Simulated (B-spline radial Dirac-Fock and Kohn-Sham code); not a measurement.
Model: Dirac-Fock (average of configuration) total-energy differences with a finite nucleus, the Breit interaction including its frequency dependence, and self-energy and vacuum-polarisation corrections. Program: an atomic code on a B-spline grid. K edges are those of the screened (neutral excited atom) model, which lie within a few eV to tens of eV of tabulated edges.

An X-ray tube with a tin target emits Kα1 at 25269.5 eV and Kβ1 at 28482.0 eV. K edges of lighter neighbours: Rh 23217.8 eV, Pd 24348.9 eV, Ag 25513.9 eV, Cd 26712.8 eV, In 27940.8 eV.

Task: Which of these can serve as a Kβ filter, and which fluoresce under Kα1?

Result: A Kβ filter needs its edge between the two lines: Ag, Cd, In. Kα1 lies above the K edges of Rh, Pd, which therefore fluoresce.

Values without a named source are computed, but for edge energies of neutral atoms, which are taken from tables.
